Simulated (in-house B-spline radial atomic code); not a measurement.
A run on Gd (an excited or competing configuration) that did not converge. Method: scalar-relativistic (X2C) wB97X, spin-polarised, spherical fractional occupations, exact exchange averaged over the configuration, Fermi nucleus of rms radius 5.1569 fm; computed with an all-electron radial atomic-structure program (B-spline basis).

Command:
```bash
python run_scf.py task.json out
```
Settings (nuclear radius in fm, mass in u):
```
Z                64
configuration    [Xe] 4f7 6s2 7d1
hamiltonian      x2c
method           wb97x
spin_polarised   True
nucleus          fermi
rms_radius       5.1569
atomic_mass      157.92411
speed_of_light   137.035999084
exact_exchange   averaged over the configuration
```

First and last ten iterations of the last attempt (damped for 15 steps, keeping 80 % of the old Fock matrix, then DIIS):
```
 iter        energy (Eh)    residual
    1      -11235.101039    6.52e-01
    2      -11245.098313    9.91e-01
    3      -11257.883592    6.62e-01
    4      -11264.641943    4.19e-01
    5      -11268.061695    2.65e-01
    6      -11269.708703    1.81e-01
    7      -11270.468200    1.27e-01
    8      -11270.818191    8.82e-02
    9      -11270.987998    6.15e-02
   10      -11271.075395    4.48e-02
  111      -11271.186255    1.07e-03
  112      -11271.186160    1.30e-03
  113      -11271.186163    1.30e-03
  114      -11271.186161    1.18e-03
  115      -11271.186160    1.15e-03
  116      -11271.186218    2.08e-03
  117      -11271.186199    1.85e-03
  118      -11271.186177    1.41e-03
  119      -11271.186178    1.42e-03
  120      -11271.186221    1.91e-03
 not converged after 120 iterations
```

The smallest residual met was 1.1e-04; the threshold is about 6e-07. No energy from this run should be used. Time taken, with all properties: 22 s on 1 thread of Intel(R) Xeon(R) 6975P-C (shared host).
